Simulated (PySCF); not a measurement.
## How methods differ on the ionisation energy of Mn²¹⁺

Mn²¹⁺ [He] 2s2 → Mn²²⁺ [He] 2s1 [2s1/2^1, M_J = 1/2], as a difference of total energies. Calculation: PySCF 2.14, in an uncontracted even-tempered set (17 s from 5.6 bohr⁻², ratio 2.4; 11 p from 7.3 bohr⁻², ratio 2.4; 5 d from 24 bohr⁻², ratio 2.6; 4 f from 36 bohr⁻², ratio 2.6); the two-component X2C-1e Hamiltonian. Correlated levels: nothing frozen; the 34 highest virtual spinors dropped. "Screened" scales the spin-orbit matrix elements by Boettger's factors to mimic the two-electron term; Breit and QED terms are absent.

| method | ionisation energy (eV) |
| --- | --- |
| GHF (screened spin-orbit) | 1782.6 |
| GMP2 (screened spin-orbit) | 1787.0 |

Task: How much does correlation contribute at GMP2 (screened spin-orbit)?

Result: 1787.0 − (1782.6) = 4.4 eV, measured against GHF (screened spin-orbit).

For comparison: 1788.7 ± 0.6 eV (semi-empirical (NIST evaluation); NIST Atomic Spectra Database, ionization energies).
